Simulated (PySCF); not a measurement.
Task: Write a Z-matrix for `CO[C@H](C)C(=O)O` as optimised with GFN2-xTB.

Result: 
Z-matrix in Å and degrees, rows numbered from 1:
```
C 
O   1  1.4085
C   2  1.4034  1  114.87
C   3  1.5298  2  107.93  1  -170.86
C   3  1.5261  2  112.96  1    68.56
O   5  1.1989  3  126.58  2     6.32
O   5  1.3409  3  110.83  2  -173.63
H   1  1.0976  2  110.93  3    54.60
H   1  1.0932  2  111.78  3   -67.56
H   1  1.0879  2  105.97  3   173.30
H   3  1.1053  2  110.46  1   -51.06
H   4  1.0865  3  109.41  2   -60.58
H   4  1.0860  3  109.12  2    58.18
H   4  1.0857  3  110.04  2   178.65
H   7  0.9710  5  110.25  3  -178.68
```

Of the pairs four or more bonds apart, O6···H9 is among the closest relative to their van der Waals radii: 2.48 Å, 91 % of the sum of Bondi's values. O2 (ether oxygen) is bent (angle 114.9°). The C–O distances run from 1.199 Å (C5=O6, drawn double) to 1.409 Å (C1–O2, drawn single), a spread of 0.210 Å.

Structure optimised with GFN2-xTB, isolated species.

Point group: C1 (no symmetry element, even within 0.4 Å). Stationary, but not proved a minimum. The numbers are those of one conformer (C1–O2–C3–C4 -171°, O2–C3–C5–O6 6°, C3–C5–O7–H -179°).

These are computed values.
